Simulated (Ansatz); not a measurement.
Basis-set extrapolation for F$_{5}$Si− (`F[Si-](F)(F)(F)F`) (PBE0-D4/def2-TZVPD geometry, frozen core, Ansatz 0.2.0). Multiplicity 1, RHF reference.

```csv
,def2-TZVPPD,def2-QZVPPD
HF,-786.750896,-786.782207
MP2 correlation,-1.395545,-1.522857
CCSD(T) correlation,-1.434618,not run
```

Energies in hartree. Use E(X) = E(∞) + A·exp(−7.88·√X) for Hartree–Fock and E(X) = E(∞) + B·X^(−2.97) for correlation, with X = 3 and 4, and add CCSD(T) minus MP2 of the smaller set to the MP2 limit.

Question: What is the CCSD(T) energy at the basis-set limit?

Answer: HF limit: -786.782207 + (-0.031311) × 0.13774 = -786.78652. MP2 limit: -1.522857 + (-0.127312) × 0.74074 = -1.61716. Higher-order term: -1.434618 − (-1.395545) = -0.03907. Total: -788.44275 hartree, 675.4 kJ/mol below CCSD(T)/def2-TZVPPD.
